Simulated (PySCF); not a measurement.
ZrI3, SMILES [I][Zr+]([I])[I], charge +1, multiplicity 1.

Geometry optimised at PBE0-D3(BJ)/def2-SVP. The multiplicity is an assumed one; no other spin state was optimised. The isomer is the one that the SMILES or the coordinates give; other isomers of the formula were not compared. The def2 effective core potentials stand for the cores of I, Zr; spin–orbit coupling is left out.

Two levels are set side by side: PBE/def2-TZVP (PySCF) and PBE0/def2-TZVP (PySCF). Same geometry, gas phase. Differences are taken from unrounded values.

| quantity | PBE0 |
|---|---|
| orbital gap (eV) | 3.87 |
| highest occupied level (eV) | -12.05 |
| lowest empty level (eV) | -8.18 |
| mean polarisability (bohr³) | 138.3 |

Question: What does PBE give, and how far is it from PBE0? (The exact figures need the calculation; the answer reports its results.)

Answer: 
| quantity | PBE | PBE minus PBE0 |
|---|---|---|
| orbital gap (eV) | 2.16 | -1.71 |
| highest occupied level (eV) | -11.01 | 1.04 |
| lowest empty level (eV) | -8.85 | -0.67 |
| mean polarisability (bohr³) | 142.1 | 3.8 |

Without exact exchange PBE keeps part of each electron's self-repulsion, which lifts occupied levels and narrows the gap. Differences between two approximate levels are no errors against the true value.

Rough cost on one machine, each run with all the roots and properties that it gave: PBE0 against PBE within a factor of 2.
